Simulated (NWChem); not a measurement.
# C$_{2}$H$_{9}$NSi; SMILES [SiH2](C)NC

```xyz
13

Si    -0.6176    -0.6312     0.1398
C      0.9151    -1.6943    -0.1327
N     -0.3729     1.0009    -0.4072
C      0.5755     1.9373     0.1849
H     -1.7687    -1.1398    -0.6583
H     -0.9886    -0.7448     1.5892
H      1.7820    -1.3089     0.4171
H      1.1817    -1.7366    -1.1942
H      0.7360    -2.7180     0.2182
H     -1.1826     1.4613    -0.8063
H      0.2003     2.4401     1.0911
H      1.4937     1.4067     0.4605
H      0.8594     2.7123    -0.5383
```
Atoms are numbered in this order, from 1.

All runs: NWChem. Geometry: optimised at B3LYP/6-31G* (spherical d). Total energies compare along this basis series because the functional is fixed.

| level | basis functions | energy (Ha) | highest occupied level (eV) | orbital gap (eV) | dipole (D) |
|---|---|---|---|---|---|
| TPSS/pcseg-1 | 105 | -425.9037 | -5.33 | 5.82 | 0.94 |
| TPSS/aug-pcseg-1 | 177 | -425.9125 | -5.41 | 4.91 | 0.88 |
| TPSS/pcseg-2 | 250 | -426.0144 | -5.42 | ___ | 0.90 |
| TPSS/STO-3G | 33 | -420.9233 | -1.82 | 8.58 | 0.49 |
| TPSS/def2-SVP | 105 | -425.7517 | -5.19 | 5.97 | 0.97 |

Q: Fill in the missing entries.

A: 
- TPSS/pcseg-2, orbital gap (eV): 5.38
